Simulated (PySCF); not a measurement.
**Working out the ionisation energy of Kr(2+)**

Kr(2+) [Ar] 3d10 4s2 4p4 (3P) → Kr(3+) [Ar] 3d10 4s2 4p3 (4S). Computed with PySCF 2.14 in pcseg-2, with the non-relativistic Hamiltonian (point nucleus). Frozen: [Ar] 3d10. Energies in hartree (1 hartree = 27.21139 eV):

| part | Kr(2+) (lower) | Kr(3+) (upper) |
| --- | --- | --- |
| UHF | -2750.688438 | -2749.427223 |
| CCSD correlation | -0.126854 | -0.097307 |
| (T) | -0.003001 | -0.002201 |

Question: What does Hartree-Fock give?

Answer: (-2749.427223) − (-2750.688438) = 1.261215 hartree = 34.319 eV.

Question: What do CCSD and CCSD(T) give?

Answer: The CCSD correlation energies differ by 0.029547 hartree = 0.804 eV and the triples by 0.000800 hartree = 0.022 eV, so CCSD gives 35.123 eV and CCSD(T) 35.145 eV.

Reference: 35.838 ± 0.02 eV (measured; NIST Atomic Spectra Database, ionization energies), between the lowest levels; spin-orbit coupling is absent from the calculation.

The calculation is non-relativistic.

What remains against the reference includes basis incompleteness, the frozen core and higher excitations.
